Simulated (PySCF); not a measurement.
# CH$_{8}$F$_{3}$PSi$_{3}$: full NMR table

- Formula: CH8F3PSi3
- SMILES: FC(F)(F)[SiH2]P([SiH3])[SiH3]
- InChI: InChI=1S/CH8F3PSi3/c2-1(3,4)8-5(6)7/h8H2,6-7H3
- Point group of the computed structure: Cs
- Carbon signals: 1
- Proton signals: 2

Molfile (atoms numbered from 1):
```
CH8F3PSi3
     RDKit          3D

 16 15  0  0  0  0  0  0  0  0999 V2000
    3.4038   -0.0163   -0.4331 F   0  0  0  0  0  0  0  0  0  0  0  0
    2.0748    0.1857   -0.3923 C   0  0  0  0  0  0  0  0  0  0  0  0
    1.6726    0.2684   -1.6793 F   0  0  0  0  0  0  0  0  0  0  0  0
    1.9020    1.4216    0.1256 F   0  0  0  0  0  0  0  0  0  0  0  0
    1.1183   -1.1876    0.6056 Si  0  0  0  0  0  4  0  0  0  0  0  0
   -1.0573   -0.8529    0.6768 P   0  0  0  0  0  0  0  0  0  0  0  0
   -1.2651    1.2348    1.4740 Si  0  0  0  0  0  4  0  0  0  0  0  0
   -1.6477   -0.6269   -1.4765 Si  0  0  0  0  0  4  0  0  0  0  0  0
    1.7284   -1.1113    1.9293 H   0  0  0  0  0  0  0  0  0  0  0  0
    1.4603   -2.4097   -0.1153 H   0  0  0  0  0  0  0  0  0  0  0  0
   -0.5543    1.2563    2.7504 H   0  0  0  0  0  0  0  0  0  0  0  0
   -2.7059    1.4057    1.6562 H   0  0  0  0  0  0  0  0  0  0  0  0
   -0.7471    2.2527    0.5618 H   0  0  0  0  0  0  0  0  0  0  0  0
   -1.1909   -1.8377   -2.1544 H   0  0  0  0  0  0  0  0  0  0  0  0
   -3.1071   -0.5463   -1.4399 H   0  0  0  0  0  0  0  0  0  0  0  0
   -1.0924    0.5724   -2.1004 H   0  0  0  0  0  0  0  0  0  0  0  0
  1  2  1  0
  2  3  1  0
  2  4  1  0
  2  5  1  0
  5  6  1  0
  6  7  1  0
  6  8  1  0
  5  9  1  0
  5 10  1  0
  7 11  1  0
  7 12  1  0
  7 13  1  0
  8 14  1  0
  8 15  1  0
  8 16  1  0
M  END
```

Method: PBE0/pcSseg-1 with gauge-including orbitals, GFN2-xTB structure, in PySCF (in vacuum, one averaged value for each set of equivalent atoms, non-relativistic, a single conformation).

Referencing at the same level of theory: 1H and 13C and 29Si against TMS; 19F vs CFCl3; H3PO4 for 31P.

```tsv
carbon	δC, type	δH (multiplicity)	HMBC from (2–3 bonds)	span of the C tensor (ppm)
C2	140.7, C	–	H9/H10	14
```

Other nuclei:
```csv
atoms,nucleus,environment,δ (ppm),σ (ppm)
H9/H10,1H,"hydrogen on a silicon bonded to C, P",4.47,27.25
H11/H12/H13/H14/H15/H16,1H,hydrogen on a silicon bonded to P,4.29,27.42
F1/F3/F4,19F,fluorine of a CF3 group,-69.0,239.9
P6,31P,phosphorus bonded to 3 Si,-365.9,684.2
Si5,29Si,"silicon bonded to C, P, 2 H",-45.3,394.5
Si7/Si8,29Si,"silicon bonded to P, 3 H",-77.2,426.3
```

1. δH 4.47: hydrogen on a silicon bonded to C, P.
2. δH 4.29: hydrogen on a silicon bonded to P.

Splittings by 19F and 31P in the carbon and heteronuclear signals aren't shown, as no couplings were computed. Shifts are as computed. Against solution values, carbons near 30 ppm lie about +3 ppm off and those near 130 ppm about +5 ppm. Of 1309 compounds with measured shifts, 239 miss one by over three times the rms of a fit or turn the order of signals round; such compounds aren't used in these exercises. Unscaled 19F shifts against computed CFCl3 carry errors that often reach 10 to 50 ppm. Experimental scales use liquid or dissolved standards, which lie at an offset from isolated H3PO4. Multiplicities follow the n + 1 count of equivalent neighbours, as no J values were calculated; m marks all less simple cases, F and P coupling included.
